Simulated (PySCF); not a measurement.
C5H10Si, SMILES C(#CC)[SiH2]CC.

Geometry: TPSSh-D3(BJ)/def2-SVP. Other conformers were not sampled.

Calculation: ωB97X/def2-TZVP (PySCF).

Isolated molecule, no solvent.

Computed frontier levels, gap, dipole moment and polarisability:
```yaml
highest_occupied_level: -9.84 eV
lowest_empty_level: 2.26 eV
orbital_gap: 12.10 eV
dipole_moment: 1.44 D
quadrupole, principal values (traceless, Buckingham form, about the centre of nuclear charge): -6.00, -4.81, 10.81 D·Å
mean_static_polarisability: 85.8 bohr³ (12.71 Å³)
polarisability_principal_values: 67.8, 77.5, 111.9 bohr³
```
